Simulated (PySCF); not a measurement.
Ionisation energy of O²⁺ by level of theory

O²⁺ [He] 2s2 2p2 (3P) → O³⁺ [He] 2s2 2p1 (2P), as a difference of total energies. Computed with PySCF 2.14 in x2c-QZVPPall with one added diffuse shell each of s, p, d, f type (8s5p4d3f1g, 73 functions), with the spin-free X2C one-electron Hamiltonian (Gaussian nucleus). Correlated levels: valence: 1s2 frozen. The calculations carry no spin-orbit coupling.

```tsv
method	ionisation energy (eV)
UHF	54.609
MP2 (valence)	55.040
SCS-MP2 (valence)	54.889
CCSD (valence)	54.821
CCSD(T) (valence)	54.833
```

**Question.** How much does correlation contribute at CCSD(T) (valence)?

**Answer.** 54.833 − (54.609) = 0.224 eV, measured against UHF.

A first-order spin-orbit estimate (lowest level to lowest level, LS coupling) adds -0.005 eV.

Errors of the correlated levels include the incompleteness of this basis and the frozen core.

For comparison: 54.936 eV (semi-empirical (NIST evaluation); NIST Atomic Spectra Database, ionization energies).
